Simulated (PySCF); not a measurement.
## Spin-rotation constants: `CC1=C[P@H](=S)C(C)=C1`, C₆H₉PS

Cartesian coordinates in Å; atom numbers follow the order of the lines, from 1:
```xyz
17

C     2.5904   -0.3999    0.5505
C     1.2281    0.0952    0.2104
C     0.8954    1.3775   -0.0263
P    -0.8784    1.4983   -0.3254
S    -1.9763    2.6114    0.8099
C    -1.0753   -0.3139   -0.2057
C    -2.3853   -0.9936   -0.3735
C     0.1159   -0.8452    0.1057
H     2.9157   -1.1306   -0.1893
H     3.3081    0.4153    0.5817
H     2.5736   -0.8955    1.5207
H     1.5609    2.2222    0.0222
H    -0.9864    1.7426   -1.7024
H    -2.3624   -1.9986    0.0433
H    -2.6444   -1.0618   -1.4312
H    -3.1657   -0.4135    0.1200
H     0.2791   -1.8978    0.2795
```

Level of theory: GIAO KT3/pcSseg-1 magnetisability, rotational g tensor and spin-rotation constants, non-relativistic, gas phase (PySCF). Geometry: GFN2-xTB.

Question: Give the nuclear spin-rotation constants along the inertial axes (H = +C I·J) beside the isotropic shieldings.

Answer: Rotational constants 2.2143, 1.1120, 0.8061 GHz. A star marks the isotopologue with that one atom substituted, in its own axes.
```csv
atom,isotope,Caa (kHz),Cbb (kHz),Ccc (kHz),mean (kHz),σ (ppm)
P4,31P,2.943,1.709,1.420,2.024,336.9
H9,1H,-0.087,-0.085,-0.057,-0.076,29.7
H10,1H,-0.225,0.032,-0.090,-0.094,29.7
H11,1H,-0.213,-0.121,0.016,-0.106,29.6
H12,1H,-0.229,0.111,-0.099,-0.072,26.2
H13,1H,-0.161,-0.089,0.047,-0.068,24.3
H14,1H,-0.169,-0.039,-0.059,-0.089,29.7
H15,1H,-0.240,-0.086,-0.002,-0.109,29.8
H16,1H,0.028,-0.109,-0.070,-0.051,29.1
H17,1H,-0.041,0.003,-0.079,-0.039,25.5
C1,13C*,0.306,0.173,0.126,0.202,162.6
C2,13C*,0.896,0.485,0.150,0.510,37.4
C3,13C*,0.690,0.435,0.152,0.426,67.6
S5,33S*,0.412,0.093,0.066,0.190,802.7
C6,13C*,0.795,0.507,0.152,0.485,42.9
C7,13C*,0.341,0.155,0.107,0.201,168.1
C8,13C*,0.684,0.484,0.170,0.446,53.4
```
For the geometry as given, no vibrational averaging.

Question: How do the rotational constants and the g tensor change when H9, H10, H11, H12, H13, H14, H15, H16, H17 are replaced by deuterium?

Answer: Constants 1.8500, 0.9898, 0.7097 GHz; g -0.0220, -0.0152, -0.0023, against -0.0257, -0.0168, -0.0025 before.
